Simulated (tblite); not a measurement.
Species: C₅H₄BrO (doublet state).
Numbering: `[CH2:1]=[C:2]/[CH:3]=[C:4](\[Br:5])[CH:6]=[O:7]` (hydrogens: H8, H9 on C1; H10 on C3; H11 on C6)
Bond orders are those of one Lewis drawing.

Computed with GFN2-xTB (tblite), gas phase: L-BFGS steps from a force-field or distance-geometry start until the largest atomic force falls under 0.01 eV/Å.

Step 38: E = -564.8961 eV
```
atom  x, y, z in Å  |  force x, y, z in eV/Å
C1     -2.5294   -0.0445    0.3505   -0.506   0.162   0.072
C2     -1.3052   -0.3474    0.1252   -0.057   0.038  -0.117
C3     -0.0393   -0.5706   -0.1879   -0.019  -0.003  -0.047
C4      1.0056    0.3556   -0.0269   -0.015   0.031  -0.008
Br5     0.6394    2.1816    0.2821   -0.037  -0.133   0.081
C6      2.3766   -0.0041   -0.2140    0.047   0.103  -0.142
O7      2.7767   -1.1476   -0.3267   -0.014   0.124  -0.028
H8     -3.0995   -0.3533    1.2162    0.223   0.021   0.071
H9     -3.1032    0.5678   -0.3376    0.077  -0.149  -0.083
H10     0.2456   -1.5141   -0.6393    0.071  -0.058   0.110
H11     3.0381    0.8792   -0.2675    0.230  -0.137   0.091
```

Step 39: E = -564.9078 eV
```
atom  x, y, z in Å  |  force x, y, z in eV/Å
C1     -2.5342   -0.0426    0.3512   -0.325   0.117   0.018
C2     -1.3090   -0.3547    0.1306   -0.101   0.139  -0.161
C3     -0.0431   -0.5682   -0.1916    0.040   0.039  -0.056
C4      1.0059    0.3583   -0.0337   -0.119   0.037   0.009
Br5     0.6363    2.1835    0.2959   -0.005  -0.193   0.057
C6      2.3775   -0.0042   -0.2162    0.005   0.073  -0.110
O7      2.7770   -1.1479   -0.3271   -0.037   0.081  -0.043
H8     -3.0849   -0.3302    1.2351    0.137   0.028   0.047
H9     -3.1122    0.5431   -0.3593    0.108  -0.179   0.019
H10     0.2472   -1.5059   -0.6508    0.059  -0.097   0.138
H11     3.0450    0.8713   -0.2600    0.237  -0.045   0.082
```

Step 40: E = -564.9204 eV
```
atom  x, y, z in Å  |  force x, y, z in eV/Å
C1     -2.5388   -0.0380    0.3527   -0.144   0.021   0.011
C2     -1.3132   -0.3526    0.1310   -0.017   0.152  -0.202
C3     -0.0478   -0.5633   -0.1986    0.052   0.042  -0.060
C4      1.0039    0.3625   -0.0389   -0.108   0.046  -0.016
Br5     0.6242    2.1829    0.3153    0.045  -0.220   0.037
C6      2.3776   -0.0031   -0.2195   -0.060   0.053  -0.037
O7      2.7739   -1.1477   -0.3283   -0.068  -0.003  -0.072
H8     -3.0593   -0.3008    1.2616    0.031   0.056  -0.010
H9     -3.1192    0.5033   -0.3881    0.033  -0.128   0.099
H10     0.2442   -1.4982   -0.6635    0.044  -0.102   0.180
H11     3.0599    0.8576   -0.2496    0.193   0.083   0.070
```

Task: Estimate the geometry and energy of step 41. (The exact step hangs on the optimiser's Hessian estimate; all steps are aligned on step 40, rigid shifts and turns removed.)

Result: E = -564.9284 eV, largest force 0.235 eV/Å
```
atom  x, y, z in Å  |  force x, y, z in eV/Å
C1     -2.5436   -0.0371    0.3534    0.059  -0.051  -0.035
C2     -1.3151   -0.3407    0.1274    0.022   0.111  -0.206
C3     -0.0495   -0.5549   -0.2029   -0.001   0.049  -0.039
C4      1.0038    0.3685   -0.0434   -0.047   0.032  -0.040
Br5     0.6232    2.1825    0.3255    0.060  -0.166   0.036
C6      2.3775   -0.0034   -0.2225   -0.037   0.085   0.014
O7      2.7670   -1.1501   -0.3301   -0.081  -0.050  -0.094
H8     -3.0450   -0.2901    1.2719   -0.054   0.046   0.059
H9     -3.1296    0.4723   -0.3994   -0.065  -0.039   0.059
H10     0.2421   -1.4916   -0.6638    0.034  -0.113   0.183
H11     3.0746    0.8472   -0.2420    0.110   0.096   0.061
```

The energy changes by -0.0080 eV. The first-order estimate −F·Δx gives -0.0104 eV and the mean of the old and new forces, exact on a quadratic surface, -0.0080 eV. The step makes an angle of 68° with the force vector and moves no atom by more than 0.035 Å.

The cost below is that of the whole relaxation. The run took 0.54 s of wall time on one thread, Arm Neoverse V1 (aarch64) (shared host).
